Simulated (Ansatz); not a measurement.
Mulliken charges of `O[SiH]1BC1` from ωB97M-V/def2-TZVPP in Ansatz (PBE0-D4/def2-TZVP geometry).

```tsv
atom	x (Å)	y (Å)	z (Å)	charge (e)
O1	-0.886	0.739	-1.600	-0.367
Si2	0.256	0.717	-0.419	0.295
B3	1.216	-0.798	0.157	-0.076
C4	-0.143	-0.948	0.725	-0.333
H5	-1.540	1.440	-1.554	0.182
H6	0.321	2.086	0.168	-0.039
H7	2.275	-1.047	0.631	0.087
H8	-1.073	-0.908	0.146	0.143
H9	-0.337	-1.328	1.728	0.109
```

By hand: the dipole of these point charges (1 e Å = 4.8032 D).

Σ q r = (0.071, 0.132, 0.185) e Å, of length 0.238 e Å = 1.14 D.

How does the dipole of the full density compare? (An estimate is asked.)

The calculation gave: (-0.339, 0.393, 0.035) e Å, 2.50 D; the point charges give 0.46 times that, at 74° from its direction.

Point charges leave out the atoms' own dipoles, such as those of lone pairs, and Mulliken's split depends on the basis, so the two needn't agree.
